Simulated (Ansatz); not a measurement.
Abridged output of a molecular run in Ansatz:

```
Functional definition: HF
786 factors; integrals over basis functions are off by at most 9.6e-4 eV
mean field evaluation 1: about -10575.4123 eV, gradient 4.3e1 eV
mean field evaluation 2: about -10575.4916 eV, gradient 4.3e1 eV
mean field evaluation 4: about -10579.2285 eV, gradient 3.1e0 eV
mean field evaluation 8: about -10579.2769 eV, gradient 3.4e-1 eV
mean field -10579.27739876 eV, -388.7812735128 hartree, gradient 2.3e-6 eV, S^2 0.000000; 0 other end points of the search recorded, 0 dependent functions left out
7 core orbitals not correlated: weight in the atoms' cores, before any rotation towards them, 1.000 or more for the frozen orbitals, at most 0.000 for the correlated occupied ones
reference -10579.27739876 eV, -388.7812735128 hartree; 15, 15 occupied and 51, 51 virtual orbitals, 786 factors
second order -13.99114905 eV of doubles, -0.00000000 eV of singles
cycle   1  -14.03900238 eV  change   -4.8e-2 eV  update   1.1e-1
cycle   2  -14.45460591 eV  change   -4.2e-1 eV  update   3.6e-2
cycle   3  -14.57494947 eV  change   -1.2e-1 eV  update   2.1e-2
cycle   4  -14.56791894 eV  change    7.0e-3 eV  update   4.6e-3
cycle   5  -14.56444484 eV  change    3.5e-3 eV  update   2.2e-3
cycle   6  -14.56510498 eV  change   -6.6e-4 eV  update   7.5e-4
cycle   7  -14.56498587 eV  change    1.2e-4 eV  update   3.5e-4
cycle   8  -14.56489433 eV  change    9.2e-5 eV  update   1.2e-4
cycle   9  -14.56494731 eV  change   -5.3e-5 eV  update   5.0e-5
cycle  10  -14.56496615 eV  change   -1.9e-5 eV  update   1.7e-5
perturbative correction -0.36002914 eV, -0.0132308270 hartree
Total energy: -10594.20239406 eV, -389.3297569734 hartree
```

Its atoms:

```xyz
5

F     0.2854   -0.8501    1.1316
In   -1.5593    1.8234    0.4735
B     0.4027   -0.4533   -0.1640
O    -0.2657    0.5985   -0.5972
H     1.1369   -1.1186   -0.8439
```

(1) Which basis set was used?
A. def2-QZVPP
B. def2-SVP
C. def2-TZVPPD
D. def2-TZVPP

(2) Write the keys of the input that set method, charge and spin (a neutral closed shell needs none for the last two).

Results:

(1) B. It gives 73 functions.

(2) 
```yaml
correlation: {method: ccsd_t}
```
